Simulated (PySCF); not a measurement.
Computed shifts of a molecule C3H9BN2, B3LYP/pcSseg-1 (PySCF), GIAO, gas phase, equivalent atoms averaged, in ppm (number of nuclei): ¹³C: 154.1 (1), 120.2 (1), 30.6 (1). ¹⁵N: 72.4 (1), 66.4 (1). ¹H: 6.32 (1), 5.29 (2), 2.80 (1), 2.30 (1), 2.24 (1), 2.21 (1), 1.95 (1), 1.71 (1). References: ¹³C against TMS (σ = 181.3 ppm); ¹¹B against BF3 (σ = 86.3 ppm); ¹⁵N against NH3 (σ = 265.5 ppm); ¹H against TMS (σ = 31.68 ppm), references at their B3LYP-D3(BJ)/def2-TZVP geometries, non-relativistic. Geometry: TPSSh-D3(BJ)/def2-SVP. The values are those of a single conformer.

Q: Identify the compound among the candidates.
A. C=CB(N)NC
B. C=CCB(N)N
C. NB1CCCN1
D. CB1NCCN1

A: B, C=CCB(N)N
